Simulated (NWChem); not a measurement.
System: GeSiH$_{4}$Cl$_{2}$; SMILES Cl[SiH2][GeH2][Cl]

```xyz
8

Cl     0.5003    -2.5456    -0.4550
Si    -0.7610    -1.2735     0.6037
Ge    -0.6210     0.9657    -0.2648
Cl     1.3136     1.8224     0.3283
H     -0.3676    -1.2995     2.0328
H     -2.1515    -1.7757     0.4535
H     -0.6690     1.0345    -1.8062
H     -1.6984     1.8931     0.3454
```
Atoms are numbered in this order, from 1.

Structure relaxed at the B3LYP/6-31G* (spherical d) level. B3LYP is NWChem's, with the RPA form of VWN correlation.

Q: Give the principal values of the shielding tensors (ppm) of Cl1, Si2, Ge3, Cl4 from B3LYP/6-311G** (spherical d), GIAO (NWChem), with their diamagnetic and paramagnetic parts as GIAO splits them.

A: 
```
atom     σ11     σ22     σ33  isotropic  diamagnetic  paramagnetic
----  ------  ------  ------  ---------  -----------  ------------
Cl1    976.0  1007.4  1029.0     1004.2       1147.6        -143.4
Si2    293.6   342.2   416.3      350.7        879.2        -528.5
Ge3   1228.9  1315.8  1561.3     1368.7       2756.1       -1387.4
Cl4    962.2  1001.8  1048.6     1004.2       1147.0        -142.8
```
